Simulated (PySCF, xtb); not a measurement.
bromine (Br2), SMILES BrBr.

GFN2-xTB run with xtb 6.7.1 at its own geometry gives an orbital gap of 2.59 eV and a dipole moment of 0.00 D.

Coordinates come from a B3LYP-D3(BJ)/def2-TZVP optimisation.

Task: What does PBE/def2-TZVPD (PySCF) give? (The exact figures need the calculation; the answer reports its results.)

Result: gap 2.22 eV (levels -6.91 and -4.69 eV), dipole 0.00 D.
